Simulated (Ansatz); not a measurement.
Job for Ansatz (an electronic-structure program): R-r2SCAN/def2-TZVPP on C4H12Ti (SMILES [CH3][Ti]([CH3])([CH3])[CH3]).

Ansatz 0.2 input:
```yaml
crystal:
  periodic: [false, false, false]
  atoms:
    - {symbol: Ti, position_ang: [0.00116346, 0.00365391, 0.00179350]}
    - {symbol: C, position_ang: [1.20985228, 1.20821256, 1.16868839]}
    - {symbol: H, position_ang: [1.42519881, 2.15195338, 0.63648792]}
    - {symbol: H, position_ang: [0.70120676, 1.43858972, 2.12184793]}
    - {symbol: H, position_ang: [2.16094886, 0.68875288, 1.38286849]}
    - {symbol: C, position_ang: [1.17702855, -1.18105497, -1.21834478]}
    - {symbol: H, position_ang: [1.51558595, -2.07237527, -0.66049874]}
    - {symbol: H, position_ang: [0.59427043, -1.50530130, -2.09894616]}
    - {symbol: H, position_ang: [2.05957321, -0.61049694, -1.55859585]}
    - {symbol: C, position_ang: [-1.23289150, 1.17973748, -1.16792458]}
    - {symbol: H, position_ang: [-0.70828981, 1.46304216, -2.09789458]}
    - {symbol: H, position_ang: [-2.14882895, 0.61879347, -1.42609049]}
    - {symbol: H, position_ang: [-1.51267333, 2.09549883, -0.61720350]}
    - {symbol: C, position_ang: [-1.15343125, -1.20524714, 1.21844827]}
    - {symbol: H, position_ang: [-2.05382446, -0.65599840, 1.54690169]}
    - {symbol: H, position_ang: [-1.46334051, -2.10787006, 0.66214476]}
    - {symbol: H, position_ang: [-0.57134850, -1.50969030, 2.10651772]}
basis:
  gaussian:
    orbitals: def2-TZVPP
hamiltonian:
  xc: {name: r2SCAN}
scf: {lower_state_search: off}
```

Output:

```
WARN ansatz: RAYON_NUM_THREADS=8 ignored (pool sized by the plan → 8); use --threads N
Functional definition: r2SCAN
these checks for a lower state are left out or cut short: stability, starts, cluster_reference, orbital_swaps, neighbouring_geometries, increment
integrals: 0.42 GiB planned
1860 factors; their error is unknown
mean field: 2.85 GiB planned
mean field evaluation 1: about -27427.9965 eV, gradient 1.1e2 eV
mean field evaluation 2: about -27140.0015 eV, gradient 4.4e2 eV
mean field evaluation 4: about -27439.8960 eV, gradient 9.8e1 eV
mean field evaluation 8: about -27456.8267 eV, gradient 2.3e-1 eV
mean field evaluation 16: about -27456.7945 eV, gradient 2.6e-3 eV
mean field -27456.79454230 eV, -1009.0185885459 hartree, gradient 3.8e-6 eV, S^2 0.000000; 0 other end points of the search recorded, 0 dependent functions left out
reference -27456.79455752 eV, -1009.0185891050 hartree; 29, 29 occupied and 327, 327 virtual orbitals, 1860 factors
Total energy: -27456.79455752 eV, -1009.0185891050 hartree
Checks for a lower state left out: stability, starts, cluster_reference, orbital_swaps, neighbouring_geometries, increment
```

The calculation finished and met its thresholds.

Cost: roughly 13 core-seconds.
